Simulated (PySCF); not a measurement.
# Molecular orbitals of TeS⁺

PBE at R = 2.182 Å; basis Te x2c-SVPall, S x2c-SVPall; spin-free X2C with a Gaussian nucleus; PySCF 2.14. State: ²Π (doublet), unpaired electrons π ↑. Only the outer orbitals are listed, counted within each symmetry.

```csv
spin,orbital,occ.,ε (eV),on Te (%),main shells (%)
α,13σ,1,-26.29,39,"56 S s, 33 Te s"
α,14σ,1,-21.70,62,"60 Te s, 35 S s"
α,15σ,1,-15.74,45,"48 S p, 39 Te p"
α,7π,1,-14.91,45,"54 S p, 44 Te p"
α,7π,1,-14.80,44,"56 S p, 42 Te p"
α,8π,1,-12.00,58,"57 Te p, 42 S p"
α,8π,0,-12.04,57,"56 Te p, 43 S p"
α,16σ,0,-8.09,64,"55 Te p, 36 S p"
α,17σ,0,-2.49,96,"85 Te s, 9 Te d"
β,13σ,1,-26.02,39,"55 S s, 32 Te s"
β,14σ,1,-21.25,62,"60 Te s, 36 S s"
β,15σ,1,-15.50,45,"49 S p, 38 Te p"
β,7π,1,-14.76,44,"56 S p, 42 Te p"
β,7π,1,-14.11,44,"56 S p, 42 Te p"
β,8π,0,-11.82,58,"58 Te p, 41 S p"
β,8π,0,-11.10,59,"58 Te p, 41 S p"
β,16σ,0,-7.85,65,"56 Te p, 35 S p"
```

Which are the highest filled and the lowest empty level, where do they sit, and how wide is the gap?

Highest filled α 8π at -12.00 eV (in %: 57 Te p, 42 S p); lowest empty α 8π at -12.04 eV (in %: 56 Te p, 43 S p); the gap at PBE is -0.04 eV. Both belong to one degenerate shell, split only by its one-sided filling, so this is no excitation gap.

```
bond order (Mayer)                                                                                                : 2.50
⟨S²⟩                                                                                                              : 0.751
charge on Te (Mulliken, basis-dependent)                                                                          : 0.74
charge on Te (Löwdin, basis-dependent)                                                                            : 0.69
dipole moment (positive dipole points towards S; it is taken about the centre of mass and depends on that origin) : 0.18 D
polarisability along the bond                                                                                     : 62.6 bohr³
polarisability across the bond                                                                                    : 24.5 bohr³
```

Spin–orbit coupling is left out. The state was picked by a PBE0 search and need not be the measured ground state.
